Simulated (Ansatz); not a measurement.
`FCB1N[SiH2]1` + `C[SiH](F)CO` → `CB1N[SiH2]1` + `OC[SiH](F)CF`  (redistribution)

Calculated with Ansatz (gas phase, PBE0-D4/def2-TZVP geometries, no zero-point term in ΔE). CCSD(T)/CBS is the MP2 limit (def2-TZVPP, def2-QZVPP) plus CCSD(T) − MP2 in def2-TZVPP, frozen cores. DFT in def2-TZVPP. Each species was taken in one conformer, which may not be the lowest.

```tsv
level	ΔE (eV)
ωB97X-V	0.11
ωB97M-V	0.12
B2PLYP	0.11
r2SCAN	0.11
PBE0	0.12
CCSD/def2-TZVPP	0.12
HF/def2-QZVPP	0.13
MP2/def2-QZVPP	0.12
```

(1) What does CCSD(T)/CBS give? (Estimate.)

Largest T1 diagnostic among the species: 0.013.

Results:

(1) Ansatz gave: +0.11 eV. The listed levels differ from it by 0.00, 0.01, 0.00, 0.00, 0.01, 0.01, 0.02, 0.01 eV.
